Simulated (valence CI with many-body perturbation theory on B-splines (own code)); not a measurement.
Nd46+: calculated level list

Computed by valence CI with perturbative core correlation (CI+MBPT): four valence electrons over a frozen Dirac-Fock core [Ne], a basis of 11 s, 11 p, 10 d, 8 f, 5 g, 2 h functions for each j, with the one-electron correlation potential Σ1 (screened to all orders), the two-electron term Σ2, the three-electron term Σ3, Breit, model QED; selected single and double excitations, second order for the rest, scaled by the run's own slope (own B-spline code, finite nucleus).

The last digits are not significant, and no measured levels were compared; by estimate large intervals hold to a few tenths of a per cent, small ones and those within an open d or f shell to about a per cent. Among the levels kept, up to 590 cm⁻¹ of a level comes from second order outside the variational space, and about a tenth of that is noise between levels of different J, which matters for small intervals.

Levels 46 to 90 of 173, with energies above the lowest level, (3s^2 3p1/2^2) J=0. "Leading %" is the weight of the configuration and term that name the level; weights of strongly mixed levels are sums over their largest components and can fall short, so below about 35 % the name and the second component can differ from the true leading terms, or belong to a minority configuration. In the jj column 3d3/2^4 stands for four electrons in 3d with j = 3/2.

```
No.  Configuration  Term  J  E (eV)  Leading %      g                   Leading jj
 46        3s3p²3d    ³P  2  572.64         36  1.319  3s 3p1/2 3p3/2 3d5/2 (88 %)
 47        3s3p²3d    ³G  5  572.73         51  1.290  3s 3p1/2 3p3/2 3d5/2 (97 %)
 48        3s3p²3d    ³D  1  579.97         59  0.941  3s 3p1/2 3p3/2 3d5/2 (48 %)
 49        3s3p²3d    ³F  3  581.25         41  1.238  3s 3p1/2 3p3/2 3d5/2 (85 %)
 50        3s3p²3d    ³P  0  589.41         72         3s 3p1/2 3p3/2 3d3/2 (61 %)
 51        3s3p²3d    ³F  2  589.57         31  1.042  3s 3p1/2 3p3/2 3d3/2 (50 %)
 52        3s3p²3d    ³D  3  590.28         59  1.272  3s 3p1/2 3p3/2 3d5/2 (82 %)
 53        3s3p²3d    ¹G  4  591.11         43  1.155  3s 3p1/2 3p3/2 3d5/2 (82 %)
 54        3s3p²3d    ³P  1  591.91         41  1.076  3s 3p1/2 3p3/2 3d3/2 (65 %)
 55        3s3p²3d    ¹D  2  593.77         26  1.050  3s 3p1/2 3p3/2 3d5/2 (42 %)
 56        3s3p²3d    ³D  3  600.65         36  1.178  3s 3p1/2 3p3/2 3d5/2 (89 %)
 57        3s3p²3d    ³G  4  601.87         42  1.132  3s 3p1/2 3p3/2 3d5/2 (89 %)
 58        3s3p²3d    ³D  1  604.21         47  0.833  3s 3p1/2 3p3/2 3d5/2 (88 %)
 59        3s3p²3d    ³P  1  613.56         36  1.395  3s 3p1/2 3p3/2 3d5/2 (88 %)
 60        3s3p²3d    ³F  3  614.86         35  1.083  3s 3p1/2 3p3/2 3d5/2 (84 %)
 61        3s3p²3d    ³D  2  615.74         30  1.173  3s 3p1/2 3p3/2 3d5/2 (80 %)
 62        3s3p²3d    ³P  0  617.99         36         3s 3p1/2 3p3/2 3d5/2 (67 %)
 63        3s3p²3d    ³D  2  621.92         33  1.168  3s 3p1/2 3p3/2 3d5/2 (84 %)
 64         3s²3d²    ³F  2  630.71         57  0.815          3s^2 3d3/2^2 (71 %)
 65         3s²3d²    ³P  0  648.03         60                 3s^2 3d3/2^2 (68 %)
 66         3s²3d²    ³F  3  650.60         74  1.121      3s^2 3d3/2 3d5/2 (74 %)
 67         3s²3d²    ³F  4  656.19         44  1.173      3s^2 3d3/2 3d5/2 (64 %)
 68         3s²3d²    ³P  2  657.69         34  1.271      3s^2 3d3/2 3d5/2 (60 %)
 69         3s²3d²    ³P  1  658.95         63  1.569      3s^2 3d3/2 3d5/2 (63 %)
 70            3p⁴    ¹D  2  663.80         46  1.110         3p1/2 3p3/2^3 (62 %)
 71            3p⁴    ³P  1  668.41         76  1.362         3p1/2 3p3/2^3 (76 %)
 72         3s²3d²    ¹G  4  674.40         45  1.166          3s^2 3d5/2^2 (50 %)
 73          3p³3d   ³F°  2  681.76         20  0.963   3p1/2^2 3p3/2 3d3/2 (78 %)
 74         3s²3d²    ¹D  2  684.79         44  1.199          3s^2 3d5/2^2 (63 %)
 75        3s3p²3d    ³F  3  688.10         30  1.296      3s 3p3/2^2 3d3/2 (74 %)
 76          3p³3d   ³P°  0  690.19         51          3p1/2^2 3p3/2 3d3/2 (85 %)
 77         3s²3d²    ³P  2  690.36         27  1.323      3s 3p3/2^2 3d3/2 (52 %)
 78        3s3p²3d    ³P  1  691.58         25  1.520      3s 3p3/2^2 3d3/2 (74 %)
 79        3s3p²3d    ³P  0  692.52         42             3s 3p3/2^2 3d5/2 (55 %)
 80          3p³3d   ³F°  3  692.65         26  1.102   3p1/2^2 3p3/2 3d3/2 (83 %)
 81          3p³3d   ³D°  1  694.05         30  1.121   3p1/2^2 3p3/2 3d3/2 (89 %)
 82        3s3p²3d    ³F  4  698.65         52  1.204      3s 3p3/2^2 3d3/2 (77 %)
 83        3s3p²3d    ⁵F  5  699.14         51  1.294      3s 3p3/2^2 3d5/2 (97 %)
 84        3s3p3d²   ⁵G°  2  705.00         64  0.499      3s 3p1/2 3d3/2^2 (84 %)
 85        3s3p²3d    ³D  1  711.41         42  0.991      3s 3p3/2^2 3d3/2 (80 %)
 86        3s3p²3d    ³F  4  711.54         38  1.237      3s 3p3/2^2 3d5/2 (66 %)
 87        3s3p3d²   ⁵G°  3  716.03         44  0.990      3s 3p1/2 3d3/2^2 (82 %)
 88        3s3p²3d    ³P  0  718.93         71             3s 3p3/2^2 3d3/2 (72 %)
 89        3s3p²3d    ³F  3  720.71         32  1.054      3s 3p3/2^2 3d3/2 (57 %)
 90          3p³3d   ³F°  4  720.78         42  1.246   3p1/2^2 3p3/2 3d5/2 (89 %)
```
